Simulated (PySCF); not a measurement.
`CN[C@H](C)C(C)C`, C₆H₁₅N

Molfile (atoms numbered from 1):
```
C6H15N
     RDKit          3D

 22 21  0  0  0  0  0  0  0  0999 V2000
   -2.3482   -1.2789    0.2500 C   0  0  0  0  0  0  0  0  0  0  0  0
   -1.1073   -0.9365   -0.3952 N   0  0  0  0  0  0  0  0  0  0  0  0
   -0.3456    0.1481    0.2021 C   0  0  2  0  0  0  0  0  0  0  0  0
   -1.0020    1.5160    0.0076 C   0  0  0  0  0  0  0  0  0  0  0  0
    1.1018    0.0971   -0.3211 C   0  0  0  0  0  0  0  0  0  0  0  0
    1.9598    1.2461    0.1979 C   0  0  0  0  0  0  0  0  0  0  0  0
    1.7483   -1.2455   -0.0008 C   0  0  0  0  0  0  0  0  0  0  0  0
   -2.8274   -2.1130   -0.2851 H   0  0  0  0  0  0  0  0  0  0  0  0
   -2.1484   -1.6266    1.2770 H   0  0  0  0  0  0  0  0  0  0  0  0
   -3.0958   -0.4594    0.3235 H   0  0  0  0  0  0  0  0  0  0  0  0
   -1.2539   -0.7483   -1.3849 H   0  0  0  0  0  0  0  0  0  0  0  0
   -0.3057   -0.0627    1.2888 H   0  0  0  0  0  0  0  0  0  0  0  0
   -0.9542    1.8213   -1.0518 H   0  0  0  0  0  0  0  0  0  0  0  0
   -0.5214    2.3030    0.6064 H   0  0  0  0  0  0  0  0  0  0  0  0
   -2.0620    1.4865    0.3019 H   0  0  0  0  0  0  0  0  0  0  0  0
    1.0392    0.1931   -1.4237 H   0  0  0  0  0  0  0  0  0  0  0  0
    1.6059    2.2291   -0.1449 H   0  0  0  0  0  0  0  0  0  0  0  0
    1.9735    1.2582    1.3012 H   0  0  0  0  0  0  0  0  0  0  0  0
    3.0010    1.1349   -0.1417 H   0  0  0  0  0  0  0  0  0  0  0  0
    1.1034   -2.0702   -0.3315 H   0  0  0  0  0  0  0  0  0  0  0  0
    1.9015   -1.3501    1.0868 H   0  0  0  0  0  0  0  0  0  0  0  0
    2.7324   -1.3400   -0.4856 H   0  0  0  0  0  0  0  0  0  0  0  0
  1  2  1  0
  2  3  1  0
  3  4  1  0
  3  5  1  0
  5  6  1  0
  5  7  1  0
  1  8  1  0
  1  9  1  0
  1 10  1  0
  2 11  1  0
  3 12  1  1
  4 13  1  0
  4 14  1  0
  4 15  1  0
  5 16  1  0
  6 17  1  0
  6 18  1  0
  6 19  1  0
  7 20  1  0
  7 21  1  0
  7 22  1  0
M  END
```

Level of theory: TDDFT CAM-B3LYP/aug-cc-pVDZ excited states, vertical, gas phase in PySCF 2.14.0. Geometry: PBE0-D3(BJ)/def2-SVP.

**Question.** Give the one- and two-photon strengths of the lowest singlets.

**Answer.** δ for parallel linear polarisation; σ at the peak of a Lorentzian of half width 0.1 eV, single beam; Ω is circular over linear.
```csv
state,E (eV),f,photon λ (nm),δ (au),σ (GM),Ω,main
S1,5.38,0.002,461,30.6,0.33,1.50,"HOMO→LUMO 0.60, HOMO→LUMO+2 0.12"
S2,5.84,0.006,424,29.5,0.37,1.49,"HOMO→LUMO+1 0.73, HOMO→LUMO 0.11"
S3,6.21,0.010,399,56.8,0.80,1.18,"HOMO→LUMO+3 0.75, HOMO→LUMO+5 0.11"
S4,6.29,0.008,394,56.9,0.82,0.19,"HOMO→LUMO+2 0.65, HOMO→LUMO+4 0.15"
S5,6.70,0.004,370,29.4,0.48,1.31,"HOMO→LUMO+4 0.33, HOMO→LUMO+7 0.22"
S6,6.88,0.016,360,89.7,1.56,0.64,"HOMO→LUMO+5 0.37, HOMO→LUMO+6 0.29"
```

Among these, the strongest one-photon state is S6, the strongest two-photon state S6, with a dipole change of 4.6 D (relaxed, norm of the difference vector).
